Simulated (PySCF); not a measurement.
H2OSe2. Atoms are numbered in the order given.

```xyz
5

Se     0.9643    -0.2017     0.2389
O      0.6075    -1.9599     0.5593
H      0.6424    -2.4031    -0.3069
Se    -1.0791     0.7048    -0.3900
H     -1.5970     0.9770     0.9697
```

Coordinates come from a TPSSh-D3(BJ)/def2-SVP optimisation. The values are those of a single conformer.

All values below come from TDDFT-CAM-B3LYP/def2-SVPD in PySCF 2.14.0.

Vertical excitations. 

Computed lowest excited states:
```tsv
state	energy (eV)	λ (nm)	f	main pairs
S1	3.96	313	0.004	HOMO→LUMO 93 %
S2	4.15	299	0.001	HOMO→LUMO+1 91 %
S3	4.42	281	0.003	HOMO−1→LUMO 94 %
S4	5.42	229	0.006	HOMO−1→LUMO+1 74 %, HOMO−2→LUMO 21 %
S5	5.73	216	0.011	HOMO−1→LUMO+2 50 %, HOMO→LUMO+2 24 %, HOMO−2→LUMO+1 17 %
S6	5.79	214	0.018	HOMO−2→LUMO+1 55 %, HOMO→LUMO+2 23 %, HOMO−2→LUMO 10 %
S7	5.91	210	0.016	HOMO→LUMO+2 44 %, HOMO−1→LUMO+2 37 %, HOMO−2→LUMO+1 10 %
S8	6.66	186	0.217	HOMO−2→LUMO 38 %, HOMO→LUMO+3 30 %, HOMO−1→LUMO+1 10 %, HOMO−2→LUMO+1 7 %
S9	6.82	182	0.258	HOMO→LUMO+3 58 %, HOMO−2→LUMO 18 %
S10	7.27	170	0.016	HOMO→LUMO+4 85 %
T1	3.24	383	0	HOMO→LUMO 72 %, HOMO→LUMO+1 22 %
T2	3.45	359	0	HOMO→LUMO+1 68 %, HOMO→LUMO 22 %
T3	3.81	325	0	HOMO−1→LUMO 93 %
T4	4.79	259	0	HOMO−2→LUMO 75 %, HOMO−1→LUMO+1 14 %
```
Triplets are in the Tamm–Dancoff approximation, which puts them higher than full response would, so one can lie above its singlet here.
